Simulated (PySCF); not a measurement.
OY, SMILES [Y]=[O] (connectivity only; charge and spin as stated), neutral, multiplicity 2.

Coordinates come from a PBE-D3(BJ)/def2-TZVPD optimisation. The def2 effective core potentials stand for the cores of Y; spin–orbit coupling is left out.

The numbers are results of M06-2X/def2-TZVPD in PySCF, not measurements.

The molecule is in vacuum.

```yaml
total_energy: -113.46688 hartree
point_group: C∞v
"α spin, highest occupied and lowest empty level": -5.39 and -0.80 eV
"β spin, highest occupied and lowest empty level": -8.76 and -3.45 eV
dipole_moment: 5.05 D
mean_static_polarisability: 100.1 bohr³ (14.83 Å³)
polarisability_principal_values: 83.0, 108.6, 108.6 bohr³
"⟨S²⟩": 0.751 (pure state 0.75)
```
